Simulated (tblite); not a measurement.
A geometry optimisation, step by step.

Compound: C₈H₈O₂.
SMILES with atom numbers: `[CH3:1][O:2][c:3]1[cH:4][cH:5][cH:6][c:7](=[O:8])[cH:9][cH:10]1` (hydrogens: H11, H12, H13 on C1; H14 on C4; H15 on C5; H16 on C6; H17 on C9; H18 on C10)

Computed with GFN2-xTB (tblite), gas phase: L-BFGS steps from a force-field or distance-geometry start until the largest atomic force falls under 0.01 eV/Å. 6 of its 106 geometries are shown.

Step 0: E = -796.0058 eV, largest atomic force 3.827 eV/Å
```
atom  x, y, z in Å  |  force x, y, z in eV/Å
C1      3.039   -0.006    0.332    0.542  -0.099   0.524
O2      1.921   -0.726   -0.107    0.075  -1.076  -0.783
C3      0.634   -0.304   -0.196    0.865   1.765   1.152
C4      0.294    1.000    0.136    0.077  -1.220  -0.321
C5     -0.999    1.493    0.281   -1.559   0.726  -0.215
C6     -2.227    0.858    0.291    1.892   1.934   0.246
C7     -2.488   -0.464   -0.059   -3.111  -1.007   1.278
O8     -3.616   -0.926    0.203   -0.366   0.090  -0.076
C9     -1.611   -1.353   -0.665    3.414  -0.760  -1.553
C10    -0.237   -1.290   -0.661   -1.346  -1.271  -0.718
H11     3.458    0.689   -0.424   -0.574  -0.014   0.408
H12     3.853   -0.752    0.517   -0.726   0.278  -0.193
H13     2.822    0.455    1.311    0.188   0.295  -0.427
H14     1.114    1.655    0.322    0.274   0.502   0.088
H15    -1.094    2.576    0.379    0.329  -0.156   0.380
H16    -3.093    1.418    0.622    0.059   0.036  -0.206
H17    -2.070   -2.176   -1.202    0.009  -0.044   0.345
H18     0.291   -2.140   -1.090   -0.043   0.020   0.070
```

Step 21: E = -796.5390 eV, largest atomic force 0.095 eV/Å
```
atom  x, y, z in Å  |  force x, y, z in eV/Å
C1      2.987   -0.007    0.323    0.012   0.067   0.009
O2      1.941   -0.791   -0.194    0.013   0.019  -0.019
C3      0.670   -0.313   -0.197   -0.026  -0.045  -0.005
C4      0.334    0.958    0.170    0.021  -0.021   0.002
C5     -0.968    1.501    0.300    0.020  -0.011  -0.011
C6     -2.176    0.895    0.240   -0.012   0.016  -0.002
C7     -2.536   -0.487   -0.029   -0.034   0.023  -0.011
O8     -3.674   -0.882    0.194   -0.038  -0.030  -0.016
C9     -1.564   -1.391   -0.647   -0.028   0.012   0.036
C10    -0.224   -1.318   -0.695   -0.007  -0.049  -0.031
H11     3.276    0.776   -0.382    0.039   0.048  -0.042
H12     3.828   -0.683    0.481   -0.032  -0.010  -0.060
H13     2.714    0.454    1.275    0.008  -0.035   0.088
H14     1.139    1.647    0.379   -0.015   0.041   0.058
H15    -0.984    2.558    0.542    0.040  -0.009  -0.031
H16    -3.048    1.504    0.446   -0.007   0.019   0.010
H17    -2.037   -2.273   -1.065    0.031   0.031   0.006
H18     0.312   -2.141   -1.151    0.015  -0.065   0.018
```

Step 42: E = -796.5633 eV, largest atomic force 0.081 eV/Å
```
atom  x, y, z in Å  |  force x, y, z in eV/Å
C1      2.994    0.014    0.291    0.016   0.003  -0.015
O2      1.957   -0.771   -0.248   -0.008   0.010   0.071
C3      0.674   -0.328   -0.183    0.005   0.015   0.005
C4      0.336    0.932    0.222    0.004   0.010   0.009
C5     -0.963    1.490    0.312    0.039   0.016   0.014
C6     -2.180    0.913    0.197    0.006   0.044   0.005
C7     -2.555   -0.464   -0.073   -0.023   0.052  -0.058
O8     -3.717   -0.823    0.070   -0.027  -0.057   0.002
C9     -1.566   -1.406   -0.598   -0.014  -0.008   0.005
C10    -0.225   -1.348   -0.639    0.038   0.001   0.011
H11     3.153    0.925   -0.294   -0.001   0.004   0.025
H12     3.890   -0.604    0.238   -0.020  -0.003  -0.007
H13     2.793    0.273    1.336    0.027   0.009  -0.047
H14     1.134    1.613    0.483   -0.012  -0.025  -0.017
H15    -0.962    2.550    0.544    0.003  -0.004   0.011
H16    -3.046    1.546    0.349   -0.016   0.014   0.016
H17    -2.035   -2.302   -0.982   -0.019  -0.058  -0.003
H18     0.308   -2.204   -1.036    0.003  -0.024  -0.029
```

Step 63: E = -796.5698 eV, largest atomic force 0.070 eV/Å
```
atom  x, y, z in Å  |  force x, y, z in eV/Å
C1      3.007    0.027    0.260    0.025   0.019   0.031
O2      1.953   -0.795   -0.182    0.040   0.002  -0.017
C3      0.673   -0.345   -0.139    0.002  -0.020  -0.019
C4      0.334    0.918    0.256   -0.027  -0.028   0.008
C5     -0.962    1.480    0.335   -0.047   0.012   0.050
C6     -2.185    0.923    0.184   -0.007  -0.031  -0.018
C7     -2.570   -0.442   -0.133   -0.005  -0.033  -0.029
O8     -3.745   -0.786   -0.066    0.022   0.028   0.002
C9     -1.570   -1.409   -0.592    0.000  -0.009  -0.010
C10    -0.226   -1.366   -0.597   -0.033  -0.026   0.020
H11     3.092    0.937   -0.342   -0.006  -0.005  -0.018
H12     3.916   -0.562    0.146   -0.037  -0.032  -0.033
H13     2.889    0.296    1.314   -0.023   0.019   0.012
H14     1.129    1.595    0.535    0.016  -0.020  -0.011
H15    -0.956    2.530    0.602    0.000   0.063   0.001
H16    -3.049    1.560    0.337    0.028   0.012   0.007
H17    -2.039   -2.314   -0.963    0.028   0.019   0.004
H18     0.300   -2.239   -0.969    0.024   0.032   0.023
```

Step 84: E = -796.5750 eV, largest atomic force 0.029 eV/Å
```
atom  x, y, z in Å  |  force x, y, z in eV/Å
C1      3.014    0.048    0.200    0.001   0.010  -0.009
O2      1.950   -0.806   -0.147    0.002   0.009   0.012
C3      0.668   -0.362   -0.083    0.004   0.003  -0.011
C4      0.329    0.897    0.325   -0.004  -0.008  -0.004
C5     -0.965    1.464    0.406    0.009   0.006  -0.012
C6     -2.184    0.929    0.169    0.002   0.000   0.015
C7     -2.575   -0.412   -0.231   -0.013  -0.004   0.026
O8     -3.763   -0.713   -0.288   -0.005   0.002  -0.025
C9     -1.570   -1.417   -0.582    0.002   0.000  -0.001
C10    -0.227   -1.396   -0.516   -0.006   0.001   0.011
H11     3.039    0.934   -0.441    0.007   0.012  -0.005
H12     3.918   -0.536    0.040    0.002  -0.005   0.015
H13     2.960    0.356    1.249    0.002  -0.015  -0.002
H14     1.128    1.565    0.616   -0.005  -0.013  -0.014
H15    -0.960    2.503    0.718   -0.003   0.002   0.008
H16    -3.045    1.572    0.314    0.004   0.003   0.000
H17    -2.032   -2.330   -0.939   -0.001  -0.012   0.002
H18     0.306   -2.290   -0.820    0.003   0.007  -0.006
```

Step 105: E = -796.5766 eV, largest atomic force 0.008 eV/Å
```
atom  x, y, z in Å  |  force x, y, z in eV/Å
C1      3.017    0.055    0.177    0.003   0.002   0.003
O2      1.951   -0.799   -0.159    0.002   0.003   0.000
C3      0.668   -0.361   -0.080    0.000   0.000   0.000
C4      0.328    0.897    0.328    0.000  -0.001  -0.001
C5     -0.968    1.455    0.437    0.001   0.001   0.001
C6     -2.187    0.924    0.185   -0.001   0.002   0.002
C7     -2.576   -0.398   -0.278    0.005   0.003  -0.001
O8     -3.762   -0.665   -0.440   -0.008  -0.002   0.002
C9     -1.571   -1.425   -0.559   -0.002  -0.002  -0.003
C10    -0.229   -1.406   -0.481    0.001  -0.001  -0.003
H11     3.046    0.937   -0.470   -0.004  -0.001   0.001
H12     3.920   -0.534    0.021    0.003   0.002   0.000
H13     2.968    0.369    1.224   -0.003   0.001   0.002
H14     1.128    1.569    0.605    0.002   0.001  -0.007
H15    -0.966    2.483    0.781    0.005  -0.002   0.003
H16    -3.047    1.563    0.345   -0.002   0.002   0.001
H17    -2.033   -2.348   -0.891   -0.002  -0.002  -0.006
H18     0.303   -2.309   -0.756   -0.001  -0.004   0.006
```

Task: Summarise the path.

Result: The energy falls by 55.07 kJ/mol from step 0 to step 105; nine tenths of that is first reached at step 14. It falls at every step. The largest force goes from 3.827 to 0.008 eV/Å. Among the bonds C7–C9 changes most, from 1.388 to 1.464 Å; the atoms move by 0.332 Å rms after alignment.

Task: Follow the three bonds and two angles with the largest change from start to end.

Result: 
```csv
step,E above end (kJ/mol),largest force (eV/Å),C7–C9 (Å),C6–C7 (Å),C3–C10 (Å),C1–O2–C3 (°),C6–C7–C9 (°)
0,55.07,3.827,1.388,1.392,1.396,128.1,126.9
5,10.64,0.242,1.467,1.452,1.440,123.4,119.4
9,7.44,0.192,1.465,1.452,1.435,122.9,119.5
14,5.24,0.167,1.468,1.455,1.436,120.6,119.3
18,4.12,0.126,1.464,1.454,1.434,120.4,119.6
23,3.30,0.142,1.465,1.454,1.437,119.9,120.2
27,2.84,0.070,1.467,1.454,1.436,120.3,120.2
32,2.38,0.083,1.465,1.454,1.435,119.8,120.1
37,1.81,0.105,1.468,1.454,1.435,119.7,119.9
41,1.37,0.088,1.464,1.452,1.435,119.6,120.1
46,1.10,0.040,1.465,1.454,1.435,120.1,120.3
50,1.02,0.035,1.465,1.454,1.435,120.3,120.5
55,0.94,0.036,1.465,1.454,1.434,120.3,120.4
59,0.85,0.041,1.464,1.454,1.435,120.3,120.4
64,0.57,0.083,1.465,1.453,1.435,120.1,120.5
68,0.37,0.034,1.464,1.453,1.435,120.2,120.6
73,0.29,0.044,1.466,1.454,1.434,120.2,120.8
78,0.21,0.038,1.464,1.454,1.434,120.2,121.0
82,0.17,0.026,1.464,1.453,1.434,120.2,121.0
87,0.11,0.021,1.464,1.454,1.434,120.4,120.9
91,0.08,0.035,1.465,1.453,1.434,120.5,120.8
96,0.04,0.020,1.464,1.453,1.434,120.6,121.0
100,0.02,0.020,1.465,1.453,1.434,120.5,121.0
105,0.00,0.008,1.464,1.453,1.434,120.4,121.0
```

The cost below is that of the whole relaxation. Time: 0.56 s. Hardware: an Intel Xeon 6975P-C with one thread, shared host with 192 logical CPUs at a one-minute load of 30.
